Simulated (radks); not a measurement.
The mean radii <r> (bohr) of the occupied orbitals of an atom or ion are listed with their occupations. Method: scalar-relativistic Kohn-Sham, LDA (Slater exchange, Perdew-Wang correlation), spin-polarised, spherical densities, finite nucleus; Fermi nuclear charge, rms radius of each element as measured or else 0.836 A^(1/3) + 0.57 fm; computed with a radial shooting solver on a logarithmic mesh with Libxc functionals.

orbital  occ.      <r>
1s up       1  0.02668
1s down     1  0.02668
2s up       1   0.1147
2s down     1   0.1147
2p up       3   0.1003
2p down     3   0.1003
3s up       1   0.3068
3s down     1   0.3068
3p up       3   0.3047
3p down     3   0.3047
3d up       5   0.2810
3d down     5   0.2810
4s up       1   0.7163
4s down     1   0.7160
4p up       3   0.7640
4p down     3   0.7634
4d up       5   0.8719
4d down     5   0.8687
5s up       1    1.706
5s down     1    1.702
5p up       2    1.930

Name the element and its charge. Open shells, if any, are filled with parallel spins first.

Answer. Z = 54, xenon, charge +4: Xe4+ in [Kr] 4d10 5s2 5p2. The 1s radius gives Z: for a bare nucleus <r> = (2 gamma + 1)/(2Z) with gamma = sqrt(1 - (Z/c)^2), 0.02628 bohr for Z = 54, and screening makes it slightly larger (0.02668 here). The occupations add up to 50, and the charge is Z minus that.
